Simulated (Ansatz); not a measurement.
Harmonic vibrations of `[CH3][GeH][NH2]` radical by finite differences.

```yaml
crystal:
  periodic: [false, false, false]
  atoms:
    - {symbol: C, position_ang: [-0.752555, 0.942224, -0.724238]}
    - {symbol: Ge, position_ang: [0.917988, 0.148753, -0.061154]}
    - {symbol: N, position_ang: [0.420880, -1.172544, 1.131629]}
    - {symbol: H, position_ang: [-1.379944, 0.154673, -1.147373]}
    - {symbol: H, position_ang: [-0.536942, 1.683751, -1.493926]}
    - {symbol: H, position_ang: [-1.292152, 1.430218, 0.088320]}
    - {symbol: H, position_ang: [1.665047, -0.609336, -1.197578]}
    - {symbol: H, position_ang: [1.170888, -1.762855, 1.463780]}
    - {symbol: H, position_ang: [-0.124808, -0.861082, 1.923439]}
basis:
  gaussian: {orbitals: def2-TZVP}
magnetization: {spin_polarized: true, initial_magnetization: 1}
hamiltonian: {xc: pbe0, dispersion: d4}
phonons: {temperatures: {t_min: 298.15, t_max: 900, t_step: 200}}
```

```sh
$ ansatz run in.yaml --threads 4 --pin off --events-out ev --progress --plain --max-ram 10444MiB
```

It prints (some lines left out):

```
Functional definition: PBE0
mean field -59133.31706356 eV, -2173.1093200839 hartree, gradient 7.2e-6 eV, S^2 0.752676; 0 other end points of the search recorded, 0 dependent functions left out
mean field -59133.31693067 eV, -2173.1093152002 hartree, gradient 1.6e-6 eV, S^2 0.752674; 0 other end points of the search recorded, 0 dependent functions left out
mean field -59133.31696355 eV, -2173.1093164087 hartree, gradient 2.8e-6 eV, S^2 0.752679; 0 other end points of the search recorded, 0 dependent functions left out
mean field -59133.31692844 eV, -2173.1093151185 hartree, gradient 1.5e-6 eV, S^2 0.752673; 0 other end points of the search recorded, 0 dependent functions left out
mean field -59133.31689681 eV, -2173.1093139561 hartree, gradient 1.3e-6 eV, S^2 0.752680; 0 other end points of the search recorded, 0 dependent functions left out
mean field -59133.31690009 eV, -2173.1093140766 hartree, gradient 2.7e-6 eV, S^2 0.752675; 0 other end points of the search recorded, 0 dependent functions left out
mean field -59133.31692253 eV, -2173.1093149010 hartree, gradient 1.2e-6 eV, S^2 0.752678; 0 other end points of the search recorded, 0 dependent functions left out
mean field -59133.31700878 eV, -2173.1093180707 hartree, gradient 2.5e-6 eV, S^2 0.752685; 0 other end points of the search recorded, 0 dependent functions left out
mean field -59133.31698621 eV, -2173.1093172415 hartree, gradient 2.8e-6 eV, S^2 0.752668; 0 other end points of the search recorded, 0 dependent functions left out
mean field -59133.31700338 eV, -2173.1093178723 hartree, gradient 2.5e-6 eV, S^2 0.752688; 0 other end points of the search recorded, 0 dependent functions left out
mean field -59133.31699086 eV, -2173.1093174123 hartree, gradient 2.3e-6 eV, S^2 0.752665; 0 other end points of the search recorded, 0 dependent functions left out
mean field -59133.31698388 eV, -2173.1093171557 hartree, gradient 2.7e-6 eV, S^2 0.752677; 0 other end points of the search recorded, 0 dependent functions left out
mean field -59133.31699781 eV, -2173.1093176675 hartree, gradient 2.5e-6 eV, S^2 0.752676; 0 other end points of the search recorded, 0 dependent functions left out
mean field -59133.31693245 eV, -2173.1093152658 hartree, gradient 2.0e-6 eV, S^2 0.752675; 0 other end points of the search recorded, 0 dependent functions left out
mean field -59133.31692798 eV, -2173.1093151015 hartree, gradient 2.5e-6 eV, S^2 0.752678; 0 other end points of the search recorded, 0 dependent functions left out
mean field -59133.31693423 eV, -2173.1093153312 hartree, gradient 1.1e-6 eV, S^2 0.752672; 0 other end points of the search recorded, 0 dependent functions left out
mean field -59133.31698664 eV, -2173.1093172571 hartree, gradient 1.2e-6 eV, S^2 0.752681; 0 other end points of the search recorded, 0 dependent functions left out
mean field -59133.31693173 eV, -2173.1093152394 hartree, gradient 2.2e-6 eV, S^2 0.752681; 0 other end points of the search recorded, 0 dependent functions left out
mean field -59133.31689845 eV, -2173.1093140164 hartree, gradient 1.8e-6 eV, S^2 0.752672; 0 other end points of the search recorded, 0 dependent functions left out
mean field -59133.31701933 eV, -2173.1093184586 hartree, gradient 1.1e-6 eV, S^2 0.752675; 0 other end points of the search recorded, 0 dependent functions left out
mean field -59133.31702563 eV, -2173.1093186900 hartree, gradient 1.3e-6 eV, S^2 0.752678; 0 other end points of the search recorded, 0 dependent functions left out
mean field -59133.31700706 eV, -2173.1093180074 hartree, gradient 1.7e-6 eV, S^2 0.752678; 0 other end points of the search recorded, 0 dependent functions left out
mean field -59133.31699943 eV, -2173.1093177272 hartree, gradient 1.5e-6 eV, S^2 0.752675; 0 other end points of the search recorded, 0 dependent functions left out
mean field -59133.31703392 eV, -2173.1093189948 hartree, gradient 9.8e-7 eV, S^2 0.752675; 0 other end points of the search recorded, 0 dependent functions left out
mean field -59133.31704046 eV, -2173.1093192352 hartree, gradient 1.1e-6 eV, S^2 0.752677; 0 other end points of the search recorded, 0 dependent functions left out
mean field -59133.31704515 eV, -2173.1093194073 hartree, gradient 8.3e-7 eV, S^2 0.752677; 0 other end points of the search recorded, 0 dependent functions left out
mean field -59133.31705119 eV, -2173.1093196294 hartree, gradient 8.5e-7 eV, S^2 0.752676; 0 other end points of the search recorded, 0 dependent functions left out
mean field -59133.31701132 eV, -2173.1093181641 hartree, gradient 9.9e-7 eV, S^2 0.752676; 0 other end points of the search recorded, 0 dependent functions left out
mean field -59133.31700450 eV, -2173.1093179134 hartree, gradient 1.1e-6 eV, S^2 0.752676; 0 other end points of the search recorded, 0 dependent functions left out
mean field -59133.31700233 eV, -2173.1093178337 hartree, gradient 1.1e-6 eV, S^2 0.752676; 0 other end points of the search recorded, 0 dependent functions left out
mean field -59133.31700678 eV, -2173.1093179973 hartree, gradient 2.8e-6 eV, S^2 0.752677; 0 other end points of the search recorded, 0 dependent functions left out
mean field -59133.31702772 eV, -2173.1093187668 hartree, gradient 1.0e-6 eV, S^2 0.752676; 0 other end points of the search recorded, 0 dependent functions left out
mean field -59133.31703124 eV, -2173.1093188961 hartree, gradient 1.0e-6 eV, S^2 0.752676; 0 other end points of the search recorded, 0 dependent functions left out
mean field -59133.31703552 eV, -2173.1093190534 hartree, gradient 2.0e-6 eV, S^2 0.752677; 0 other end points of the search recorded, 0 dependent functions left out
mean field -59133.31702918 eV, -2173.1093188204 hartree, gradient 8.3e-7 eV, S^2 0.752676; 0 other end points of the search recorded, 0 dependent functions left out
mean field -59133.31699589 eV, -2173.1093175971 hartree, gradient 9.3e-7 eV, S^2 0.752677; 0 other end points of the search recorded, 0 dependent functions left out
mean field -59133.31700248 eV, -2173.1093178391 hartree, gradient 1.2e-6 eV, S^2 0.752676; 0 other end points of the search recorded, 0 dependent functions left out
mean field -59133.31705444 eV, -2173.1093197487 hartree, gradient 2.0e-6 eV, S^2 0.752675; 0 other end points of the search recorded, 0 dependent functions left out
mean field -59133.31704323 eV, -2173.1093193368 hartree, gradient 2.0e-6 eV, S^2 0.752678; 0 other end points of the search recorded, 0 dependent functions left out
mean field -59133.31704670 eV, -2173.1093194642 hartree, gradient 2.2e-6 eV, S^2 0.752674; 0 other end points of the search recorded, 0 dependent functions left out
mean field -59133.31705150 eV, -2173.1093196407 hartree, gradient 2.3e-6 eV, S^2 0.752679; 0 other end points of the search recorded, 0 dependent functions left out
mean field -59133.31703534 eV, -2173.1093190468 hartree, gradient 2.7e-6 eV, S^2 0.752673; 0 other end points of the search recorded, 0 dependent functions left out
mean field -59133.31703699 eV, -2173.1093191073 hartree, gradient 2.7e-6 eV, S^2 0.752680; 0 other end points of the search recorded, 0 dependent functions left out
mean field -59133.31698913 eV, -2173.1093173486 hartree, gradient 2.5e-6 eV, S^2 0.752677; 0 other end points of the search recorded, 0 dependent functions left out
mean field -59133.31697502 eV, -2173.1093168303 hartree, gradient 1.1e-6 eV, S^2 0.752675; 0 other end points of the search recorded, 0 dependent functions left out
mean field -59133.31700570 eV, -2173.1093179575 hartree, gradient 2.8e-6 eV, S^2 0.752675; 0 other end points of the search recorded, 0 dependent functions left out
mean field -59133.31701580 eV, -2173.1093183289 hartree, gradient 2.4e-6 eV, S^2 0.752678; 0 other end points of the search recorded, 0 dependent functions left out
mean field -59133.31704144 eV, -2173.1093192710 hartree, gradient 1.6e-6 eV, S^2 0.752676; 0 other end points of the search recorded, 0 dependent functions left out
mean field -59133.31703369 eV, -2173.1093189863 hartree, gradient 1.8e-6 eV, S^2 0.752676; 0 other end points of the search recorded, 0 dependent functions left out
mean field -59133.31701346 eV, -2173.1093182428 hartree, gradient 1.9e-6 eV, S^2 0.752674; 0 other end points of the search recorded, 0 dependent functions left out
mean field -59133.31701709 eV, -2173.1093183763 hartree, gradient 2.2e-6 eV, S^2 0.752679; 0 other end points of the search recorded, 0 dependent functions left out
mean field -59133.31704200 eV, -2173.1093192916 hartree, gradient 1.1e-6 eV, S^2 0.752676; 0 other end points of the search recorded, 0 dependent functions left out
mean field -59133.31703963 eV, -2173.1093192047 hartree, gradient 2.2e-6 eV, S^2 0.752677; 0 other end points of the search recorded, 0 dependent functions left out
mean field -59133.31698187 eV, -2173.1093170818 hartree, gradient 2.6e-6 eV, S^2 0.752677; 0 other end points of the search recorded, 0 dependent functions left out
mean field -59133.31696734 eV, -2173.1093165477 hartree, gradient 1.6e-6 eV, S^2 0.752676; 0 other end points of the search recorded, 0 dependent functions left out
Total energy: -59133.43722663 eV, -2173.1137359953 hartree
Atom 0 at    -0.752555     0.942224    -0.724238 Å, force    -0.000704     0.000360     0.000487 eV/Å
Atom 1 at     0.917988     0.148753    -0.061154 Å, force     0.000302     0.000070    -0.000414 eV/Å
Atom 2 at     0.420880    -1.172544     1.131629 Å, force     0.000219    -0.000647     0.000192 eV/Å
Atom 3 at    -1.379944     0.154673    -1.147373 Å, force     0.000067    -0.000057    -0.000155 eV/Å
Atom 4 at    -0.536942     1.683751    -1.493926 Å, force    -0.000064     0.000150    -0.000200 eV/Å
Atom 5 at    -1.292152     1.430218     0.088320 Å, force     0.000439    -0.000341    -0.000064 eV/Å
Atom 6 at     1.665047    -0.609336    -1.197578 Å, force    -0.000056    -0.000079     0.000573 eV/Å
Atom 7 at     1.170888    -1.762855     1.463780 Å, force     0.000321    -0.000144    -0.000323 eV/Å
Atom 8 at    -0.124808    -0.861082     1.923439 Å, force    -0.000524     0.000689    -0.000097 eV/Å
Dipole moment:    -0.047981     0.045548     0.199120 e Å
Vibrations: 113.68 176.06 251.29 530.57 542.01 584.01 632.35 687.51 779.96 837.99 887.07 1240.32 1445.67 1451.36 1578.55 2038.91 3056.65 3148.72 3159.68 3559.49 3656.40 cm⁻¹, zero-point energy 1.881970 eV
```

It took 84 s on 4 threads of an Arm Neoverse V1 on a shared host, with 0.42 GiB of host memory at the peak.
